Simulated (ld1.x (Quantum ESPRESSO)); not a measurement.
selenium (Se): one change to an RRKJ potential, before and after

```json
{
 "Element": "Se (Z = 34)",
 "Generator": "ld1.x (Quantum ESPRESSO) 7.5",
 "Type": "norm-conserving RRKJ (Kleinman–Bylander form)",
 "Functional": "PBE",
 "Relativity": "scalar-relativistic",
 "Frozen core": "[Ar] 3d10",
 "Valence charge": "6",
 "Reference configuration": "4s2 4p4",
 "Partial waves": "4p (bound): rc 1.85 bohr; 4d channel at 0.5 Ry: rc 2.05 bohr; 4s (bound): rc 1.10 bohr",
 "Local potential": "the s channel",
 "Core correction": "Bessel-smoothed model core inside 1.15 bohr",
 "rho0": "0.001"
}
```

Change: wave 4p (bound): rc 1.85 bohr becomes 4p (bound): rc 2.80 bohr.

Cutoffs: the cutoffs (Ry, on a coarse ladder) from which the occupation-weighted sum of valence levels, in a spherical-Bessel basis at the reference potential, stays within 10 and 1 mRy of its value at 400 Ry; they do not see the model core or the augmentation charge, which bear on the density cutoff. Errors are all-electron minus pseudo energies relative to the spin-unpolarised reference configuration.

Predict the effect on cutoff, ghosts and configuration errors.

The potential gets neither clearly harder nor softer (80 Ry and 260 Ry → 80 Ry and 260 Ry); both files keep a bound ghost (p); of the 7 tests that both files solve, the error grows in 4 and shrinks in 2 by more than 15 % and 0.3 meV (median size 24.6 → 11.9 meV).

| quantity | base | changed |
| --- | --- | --- |
| cutoff, loose | 80 Ry | 80 Ry |
| cutoff, tight | 260 Ry | 260 Ry |
| loose cutoff by channel (10 mRy a level) | p 21 Ry, s 60 Ry | p 6 Ry, s 60 Ry |
| bound ghosts | p | p |
| error for 4s2 4p3, meV [ΔE 10.84 eV] | -6.9 | -12 |
| error for 4s2 4p2, meV [ΔE 31.19 eV] | -27 | -59 |
| error for 4s2 4p1, meV [ΔE 62.06 eV] | -48 | -147 |
| error for 4s1 4p5, meV [ΔE 10.88 eV] | -25 | -11 |
| error for 4s2 4p4.3, meV [ΔE -1.59 eV] | 0.0 | -0.2 |
| error for 4s2 4p3.5, meV [ΔE 4.31 eV] | -1.9 | -2.8 |
| error for 4s0 4p6, meV [ΔE 21.96 eV] | -111 | -60 |

 A true bound ghost makes a file unfit for plane-wave use even where its test errors are small: the radial tests pick states by their node count and pass the ghost by.
